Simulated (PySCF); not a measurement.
EPR parameters of C5H7N2Si

Species: C5H7N2Si (doublet state).
Numbering: `[SiH3:1][CH:2][c:3]1[cH:4][n:5][cH:6][n:7][cH:8]1` (hydrogens: H9, H10, H11 on Si1; H12 on C2; H13 on C4; H14 on C6; H15 on C8)

Geometry (GFN2-xTB, Å), atoms numbered from 1 in this order:
```xyz
15
C5H7N2Si angstrom
Si    -2.6199   -0.1460   -0.3390
C     -1.0658   -0.6586    0.5618
C      0.2193   -0.2143    0.2798
C      0.5595    0.5641   -0.8617
N      1.7685    1.0148   -1.0850
C      2.7224    0.6686   -0.2304
N      2.5530   -0.0836    0.8490
C      1.3379   -0.4916    1.1178
H     -2.7513    1.3144   -0.3326
H     -2.5711   -0.6164   -1.7287
H     -3.7462   -0.7608    0.3621
H     -1.1502   -1.3545    1.3869
H     -0.1886    0.7886   -1.6111
H      3.7220    1.0259   -0.4324
H      1.2061   -1.0424    2.0416
```

The hyperfine couplings belong to this conformer and change with its torsions.

The calculation used UKS B3LYP, pcH-1 on C H N Si, non-relativistic, mean-field spin-orbit, GIAO in PySCF. Geometry: GFN2-xTB, one conformer, isolated molecule. Couplings are sensitive to structure, and on GFN2-xTB geometries they can be far from those on DFT ones. No stability test was run, so a lower SCF solution isn't excluded. ⟨S²⟩ is 0.775 where a pure state has 0.75.

```
g1, g2, g3                      : 2.00215, 2.00240, 2.00251
g_iso                           : 2.00235
Form of g                       : rhombic: the two nearest values differ by 29 % of g3 − g1
⟨S²⟩                            : 0.7745 (exact 0.7500)
α and β electrons               : 33, 32
HOMO–LUMO gap, α and β orbitals : 4.46, 3.64 eV
Total energy                    : -593.71124 Eh
```

Isotropic coupling and dipolar principal values T1 to T3, in G (MHz turned into gauss with g_iso; 10 G = 1 mT):

```
atom  isotope  a_iso  of which spin–orbit     T1     T2    T3  Mulliken spin population
 Si1     29Si   12.1                  0.0   -0.7   -0.2   0.8                     -0.03
  C2      13C   20.9                  0.0  -20.0  -19.6  39.6                      0.75
  C3      13C  -14.0                  0.0   -7.0    2.7   4.3                     -0.20
  C4      13C    8.5                  0.0   -6.5   -6.4  12.9                      0.23
  N5      14N   -1.7                  0.0   -2.5    1.2   1.3                     -0.09
  C6      13C    9.4                  0.0   -7.7   -6.9  14.6                      0.24
  N7      14N   -1.7                  0.0   -2.5    1.2   1.3                     -0.09
  C8      13C    8.7                  0.0   -6.3   -6.2  12.5                      0.22
  H9       1H   13.0                  0.0   -0.8   -0.6   1.4                      0.02
 H10       1H   17.5                  0.0   -0.8   -0.5   1.4                      0.03
 H11       1H   -0.2                  0.0   -0.9   -0.7   1.7                      0.00
 H12       1H  -15.4                  0.0   -9.2   -0.3   9.6                     -0.03
 H13       1H   -5.5                  0.0   -2.2   -0.7   2.9                     -0.01
 H14       1H   -6.6                  0.0   -3.6   -0.2   3.8                     -0.01
 H15       1H   -5.2                  0.0   -2.1   -0.8   2.9                     -0.01
```

Largest spin populations (Mulliken): C2 (+0.75), C6 (+0.24), C4 (+0.23) and C8 (+0.22). Four atoms exceed +0.15. The positive populations add up to 1.48 and the negative ones to -0.48, together 2S = 1. The angles at C2 add up to 360.0°, so it is planar; its axial dipolar tensor and the negative coupling of its proton fit spin in a p orbital normal to that plane.

Axes: g2 points within 2° of the C2–C3 bond.

Under fast tumbling the dipolar parts average out, and these isotropic splittings remain (the largest six): 1 × 1H (H12, I = 1/2, 2 lines) with 1.54 mT, 3 × 1H (H9/H10/H11, I = 1/2, 4 lines) with 1.01 mT, 1 × 1H (H14, I = 1/2, 2 lines) with 0.66 mT, 1 × 1H (H13, I = 1/2, 2 lines) with 0.55 mT, 1 × 1H (H15, I = 1/2, 2 lines) with 0.52 mT and 1 × 14N (N5, I = 1, 3 lines) with 0.17 mT.

Means are taken over nuclei equivalent by connectivity, which assumes that they swap fast. C4 and C8, with what hangs on them, aren't averaged: C3 is flat or nearly so (angle sum 360°), and its turn about the short C3–C2 bond (1.39 Å) is taken as slow. The three 1H nuclei of mean +28.3 MHz run from -0.6 to 49.1 MHz in the frozen geometry.

The 13C coupling of C2 (58.5 MHz) shows only in satellite lines or after enrichment, since that isotope makes up about 1.07 % of natural carbon.

The 29Si coupling of Si1 (33.9 MHz) shows only in satellite lines or after enrichment, since that isotope makes up about 4.7 % of natural silicon.

Time: 86 s (with the writing of density and orbital grids); peak memory 0.97 GiB. Hardware: Arm Neoverse V2, one thread, no GPU, shared host with 32 logical CPUs at a one-minute load of 47.
